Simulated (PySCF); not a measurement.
This PySCF input (PBE/cc-pVTZ) gives -237.56072 Eh with 90 basis functions.

```python
import numpy as np, basis_set_exchange as bse
from pyscf import gto, scf, dft, df

basis = {'C': gto.basis.parse(bse.get_basis('cc-pVTZ', elements=['C'], fmt='nwchem')), 'F': gto.basis.parse(bse.get_basis('cc-pVTZ', elements=['F'], fmt='nwchem'))}
mol = gto.M(
    atom='''
    F    -1.02012856   -0.25279695    0.03047619
    C    -0.03126398    0.59606588    0.00107136
    F     1.04097121   -0.14458031   -0.03119043
    ''',
    basis=basis,
    charge=0,
    verbose=4,
    max_memory=1839,
)
mf = dft.RKS(mol, xc='pbe')
mf.grids.level = 3
mf = mf.density_fit(auxbasis=df.autoaux(mol))
mf.conv_tol = 1e-9
mf.max_cycle = 100
print('smallest overlap eigenvalue', np.linalg.eigvalsh(mol.intor('int1e_ovlp'))[0])
mf.kernel()
dip = mf.dip_moment()
```

Change:
```diff
- basis = {'C': gto.basis.parse(bse.get_basis('cc-pVTZ', elements=['C'], fmt='nwchem')), 'F': gto.basis.parse(bse.get_basis('cc-pVTZ', elements=['F'], fmt='nwchem'))}
+ basis = {'C': gto.basis.parse(bse.get_basis('def2-TZVPD', elements=['C'], fmt='nwchem')), 'F': gto.basis.parse(bse.get_basis('def2-TZVPD', elements=['F'], fmt='nwchem'))}
```

Problem. What does the run give now?

Solution. -237.57714 Eh (PBE/def2-TZVPD, 117 functions), a change of -16.42 mEh.
